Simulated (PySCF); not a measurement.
**Atomic charges by several schemes**

C₇H₁₃NOSi.
SMILES with atom numbers: `[O:1]=[C:2]1[CH2:3][CH2:4][CH2:5][N:6]1[CH:7]1[CH2:8][SiH2:9][CH2:10]1` (hydrogens: H11, H12 on C3; H13, H14 on C4; H15, H16 on C5; H17 on C7; H18, H19 on C8; H20, H21 on Si9; H22, H23 on C10)

Geometry (GFN2-xTB, Å), atoms numbered from 1 in this order:
```
atom  x, y, z in Å
O1    -1.3237    2.3763    0.6035
C2    -1.4715    1.2063    0.3282
C3    -2.7919    0.4524    0.2346
C4    -2.3732   -1.0147    0.2813
C5    -0.9564   -0.9887   -0.2997
N6    -0.4799    0.3350    0.0350
C7     0.9078    0.7096    0.0328
C8     1.7098    0.3217   -1.2280
Si9    3.1819   -0.2425   -0.1475
C10    1.7777    0.0311    1.1177
H11   -3.4645    0.7458    1.0379
H12   -3.2625    0.7105   -0.7167
H13   -3.0372   -1.6665   -0.2832
H14   -2.3441   -1.3603    1.3155
H15   -0.3082   -1.7582    0.1255
H16   -0.9834   -1.1226   -1.3898
H17    0.9114    1.7934    0.1734
H18    1.2360   -0.4929   -1.7711
H19    1.8456    1.1416   -1.9282
H20    4.2991    0.6949   -0.0685
H21    3.6413   -1.6189   -0.3351
H22    1.3234   -0.8885    1.4818
H23    1.9576    0.6623    1.9838
```

Density: PBE0/pcSseg-1 (PySCF); schemes: Mulliken, IAO, Hirshfeld and ESP-fitted. Isolated species at its GFN2-xTB geometry (one conformer only).

Task: For which atoms does the sign change between the 4 schemes (beyond +0.03 e in one, beyond −0.03 e in another)?

Result: C5.

Task: Do the Mulliken, IAO, Hirshfeld and ESP-fitted schemes agree on where the charge is highest?

Result: The schemes don't all agree: Mulliken Si9 (+0.620); IAO Si9 (+0.731); Hirshfeld Si9 (+0.349); ESP-fitted C2 (+0.543).

Task: Tabulate the Mulliken, IAO, Hirshfeld and ESP-fitted charges.

Result: In e:

```json
{"atom": "O1", "environment": "amide oxygen", "Mulliken": "-0.438", "IAO": "-0.508", "Hirshfeld": "-0.303", "ESP-fitted": "-0.589"}
{"atom": "C2", "environment": "amide carbonyl carbon", "Mulliken": "+0.491", "IAO": "+0.419", "Hirshfeld": "+0.165", "ESP-fitted": "+0.543"}
{"atom": "C3", "environment": "sp3 carbon next to a carbonyl", "Mulliken": "-0.249", "IAO": "-0.318", "Hirshfeld": "-0.077", "ESP-fitted": "-0.192"}
{"atom": "C4", "environment": "ring CH2 carbon", "Mulliken": "-0.230", "IAO": "-0.262", "Hirshfeld": "-0.068", "ESP-fitted": "-0.129"}
{"atom": "C5", "environment": "sp3 carbon bound to nitrogen", "Mulliken": "+0.041", "IAO": "-0.154", "Hirshfeld": "-0.018", "ESP-fitted": "-0.083"}
{"atom": "N6", "environment": "amide nitrogen", "Mulliken": "-0.686", "IAO": "-0.183", "Hirshfeld": "-0.041", "ESP-fitted": "-0.236"}
{"atom": "C7", "environment": "sp3 carbon bound to nitrogen", "Mulliken": "-0.017", "IAO": "-0.008", "Hirshfeld": "+0.024", "ESP-fitted": "+0.328"}
{"atom": "C8", "environment": "sp3 carbon bound to silicon", "Mulliken": "-0.445", "IAO": "-0.552", "Hirshfeld": "-0.170", "ESP-fitted": "-0.480"}
{"atom": "Si9", "environment": "SiH2 silicon", "Mulliken": "+0.620", "IAO": "+0.731", "Hirshfeld": "+0.349", "ESP-fitted": "+0.505"}
{"atom": "C10", "environment": "sp3 carbon bound to silicon", "Mulliken": "-0.437", "IAO": "-0.552", "Hirshfeld": "-0.170", "ESP-fitted": "-0.517"}
{"atom": "H11", "environment": "methylene hydrogen", "Mulliken": "+0.147", "IAO": "+0.162", "Hirshfeld": "+0.053", "ESP-fitted": "+0.092"}
{"atom": "H12", "environment": "methylene hydrogen", "Mulliken": "+0.147", "IAO": "+0.156", "Hirshfeld": "+0.050", "ESP-fitted": "+0.088"}
{"atom": "H13", "environment": "methylene hydrogen", "Mulliken": "+0.126", "IAO": "+0.144", "Hirshfeld": "+0.046", "ESP-fitted": "+0.067"}
{"atom": "H14", "environment": "methylene hydrogen", "Mulliken": "+0.131", "IAO": "+0.141", "Hirshfeld": "+0.043", "ESP-fitted": "+0.074"}
{"atom": "H15", "environment": "methylene hydrogen", "Mulliken": "+0.126", "IAO": "+0.136", "Hirshfeld": "+0.044", "ESP-fitted": "+0.089"}
{"atom": "H16", "environment": "methylene hydrogen", "Mulliken": "+0.128", "IAO": "+0.126", "Hirshfeld": "+0.036", "ESP-fitted": "+0.086"}
{"atom": "H17", "environment": "methine hydrogen", "Mulliken": "+0.138", "IAO": "+0.168", "Hirshfeld": "+0.043", "ESP-fitted": "+0.081"}
{"atom": "H18", "environment": "methylene hydrogen", "Mulliken": "+0.139", "IAO": "+0.144", "Hirshfeld": "+0.035", "ESP-fitted": "+0.115"}
{"atom": "H19", "environment": "methylene hydrogen", "Mulliken": "+0.147", "IAO": "+0.150", "Hirshfeld": "+0.037", "ESP-fitted": "+0.113"}
{"atom": "H20", "environment": "Si–H hydrogen", "Mulliken": "-0.076", "IAO": "-0.116", "Hirshfeld": "-0.073", "ESP-fitted": "-0.106"}
{"atom": "H21", "environment": "Si–H hydrogen", "Mulliken": "-0.085", "IAO": "-0.120", "Hirshfeld": "-0.077", "ESP-fitted": "-0.116"}
{"atom": "H22", "environment": "methylene hydrogen", "Mulliken": "+0.134", "IAO": "+0.144", "Hirshfeld": "+0.034", "ESP-fitted": "+0.141"}
{"atom": "H23", "environment": "methylene hydrogen", "Mulliken": "+0.148", "IAO": "+0.152", "Hirshfeld": "+0.039", "ESP-fitted": "+0.127"}
```

Mean size of the charges over all atoms: IAO 0.241 e, Mulliken 0.232 e, ESP-fitted 0.213 e, Hirshfeld 0.087 e. Each set sums to the total charge, 0, to within 0.001 e. The IAO scheme projects the occupied orbitals on a minimal set of polarised atomic orbitals and counts the electrons in each atom's part of it. The Mulliken scheme gives each basis function's population to the atom it is centred on and halves the overlap population of two atoms between them.

Task: How many electrons does the ESP-fitted scheme count on C7?

Result: Z − q = 6 − (+0.328) = 5.672.

Task: How closely do the schemes follow one another over all atoms?

Result: Correlation coefficient and root-mean-square difference: IAO with Hirshfeld 0.95, 0.188 e; IAO with ESP-fitted 0.93, 0.108 e; Hirshfeld with ESP-fitted 0.92, 0.170 e; Mulliken with IAO 0.91, 0.123 e; Mulliken with ESP-fitted 0.89, 0.135 e; Mulliken with Hirshfeld 0.86, 0.200 e.

Task: Sum the charges by element, for elements with more than one atom.

Result: 
```tsv
element	atoms	Mulliken	IAO	Hirshfeld	ESP-fitted
C	7	-0.845	-1.429	-0.314	-0.531
H	13	+1.350	+1.389	+0.309	+0.851
```
